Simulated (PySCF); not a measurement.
Dipole response of Sb²⁺ (antimony, charge +2)

[Kr] 4d10 5s2 5p1, 2P determinant. Calculation: PySCF 2.14, in aug-cc-pVQZ-PP with ECP28MDF (7s7p5d3f2g, 92 functions); scalar relativity through the core potential. Coupled (time-dependent) response in atomic units; α is the mean over directions.

```tsv
method	mean α (bohr³)	α xx, yy, zz	C₆ (like pair)	S(−4)
TPSSh	15.93	15.72, 16.36, 15.72	98.48	74.57
```

S(−4) is the Cauchy moment in α(ω) = α(0) + S(−4) ω² + …

Spin-orbit coupling is absent.

α(iu) at TPSSh:

| u (hartree) | α(iu) (bohr³) |
| --- | --- |
| 0 | 15.93 |
| 0.0500 | 15.75 |
| 0.100 | 15.22 |
| 0.200 | 13.47 |
| 0.300 | 11.38 |
| 0.500 | 7.842 |
| 0.750 | 5.186 |
| 1.00 | 3.726 |
| 1.50 | 2.287 |
| 2.00 | 1.595 |
| 3.00 | 0.9246 |
| 5.00 | 0.4216 |

For an ion, C₆ is the dispersion term alone; charge-induced terms of lower order in 1/R come first.

The components differ because the open shell of this determinant is not spherical; for a pure term their mean is the scalar polarisability.

Energies and moments cover only the electrons outside the core potential.
